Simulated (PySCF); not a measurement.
Geometries of 2 isomers of C5H3ClFN, from PBE0-D3(BJ)/def2-SVP geometry optimisation, gas phase in PySCF 2.14.0. One conformer each, no zero-point energy, no frequencies.

Problem. Which isomer lies lower at this level?
A.
```xyz
11
angstrom
F      2.856    1.527   -0.074
C      1.922    0.594   -0.118
C      0.582    0.940   -0.164
C     -0.365   -0.082   -0.212
C      0.083   -1.399   -0.211
N      1.375   -1.722   -0.165
C      2.270   -0.765   -0.120
Cl     3.945   -1.186   -0.063
H      0.305    1.996   -0.162
H     -1.432    0.145   -0.250
H     -0.625   -2.233   -0.248
```
B.
```xyz
11
angstrom
F     -0.546   -2.120   -0.304
C      0.387   -1.185   -0.269
C     -0.003    0.151   -0.236
C      1.017    1.096   -0.200
C      2.347    0.680   -0.200
C      2.582   -0.695   -0.237
Cl     4.215   -1.270   -0.241
N      1.629   -1.604   -0.270
H     -1.060    0.420   -0.238
H      0.777    2.161   -0.173
H      3.178    1.385   -0.173
```

Solution. B. That is `c1c(nc(cc1)Cl)F` (2-chloro-6-fluoropyridine), 8.3 kcal/mol below the other.

| SMILES | atoms numbered as above | E (Eh) | relative (kcal/mol) | relative (kJ/mol) | dipole (D) |
| --- | --- | --- | --- | --- | --- |
| Fc1cccc(Cl)n1 | [F:1][c:2]1[cH:3][cH:4][cH:5][c:6]([Cl:7])[n:8]1 | -806.21161 | 0.0 | 0.0 | 3.52 |
| Fc1cccnc1Cl | [F:1][c:2]1[cH:3][cH:4][cH:5][n:6][c:7]1[Cl:8] | -806.19845 | 8.3 | 34.5 | 3.17 |
